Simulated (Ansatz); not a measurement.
A nudged elastic band was laid between two geometries of CH₄AsB (7 atoms, charge 0, multiplicity 1).

Method: RKS B3LYP-D4/def2-TZVP in Ansatz 0.2.0.

```yaml
movable_images: 9
climbing_image: yes
spring: 5.0 eV/Å²
optimiser: quadratic models (default)
start_path: through a guess of the saddle point
force_threshold: 0.03 eV/Å
iteration_limit: 60
end_points: relaxed
```

Initial state:

```xyz
7
Properties=species:S:1:pos:R:3
B -0.450 -0.115 -1.193
C -0.768 -0.602 0.038
As 0.743 -0.100 1.221
H -0.091 0.337 -2.211
H -1.536 -1.192 0.504
H 0.379 1.360 1.520
H 1.723 0.312 0.121
```

Final state:

```xyz
7
Properties=species:S:1:pos:R:3
B -0.659 -0.105 -1.477
C -0.509 -0.401 -0.151
As 0.983 0.684 0.570
H -0.708 0.215 -2.601
H -1.022 -1.071 0.519
H 0.248 1.142 1.830
H 1.667 -0.464 1.310
```

**Question.** Which bonds break or form, and what moves?

**Answer.** No bond is made or broken. The height of As3 over the plane of its neighbours goes from -0.84 to 0.87 Å.

**Question.** Give the energies along the band, and the barrier.

**Answer.** It converged. The highest image is number 4 of 0 to 10, 76.3 kJ/mol above the first end and 69.1 kJ/mol above the last; the last end lies 7.3 kJ/mol above the first. A vibrational analysis at the climbing image gives one clearly imaginary mode, 535i cm⁻¹: a first-order saddle point.

```csv
image,path coordinate (Å),energy (kJ/mol),height of As3 over the plane of its neighbours (Å)
0,0.00,0.0,-0.84
1,0.39,0.8,-0.82
2,0.79,1.6,-0.81
3,1.18,38.5,-0.51
4,1.57,76.3,-0.11
5,1.89,61.5,0.21
6,2.21,41.2,0.47
7,2.53,24.5,0.67
8,2.85,13.0,0.80
9,3.17,8.5,0.86
10,3.49,7.3,0.87
```

**Question.** What is the geometry of the highest image?

**Answer.** 
```xyz
7
Properties=species:S:1:pos:R:3
B -0.387 0.075 -1.055
C -0.869 -0.772 -0.069
As 0.570 0.209 0.771
H -0.345 0.556 -2.127
H -1.444 -1.516 0.447
H 0.449 1.578 1.367
H 2.026 -0.129 0.666
```

**Question.** What are the harmonic wavenumbers there?

**Answer.** 535i, 475, 480, 568, 576, 659, 713, 738, 949, 990, 1434, 2268, 2285, 2773, 3307 cm⁻¹.

Run time: 3.8 min on 2 threads of Intel(R) Xeon(R) Platinum 8488C (Sapphire Rapids), with other jobs on the host, peak memory 0.33 GiB.
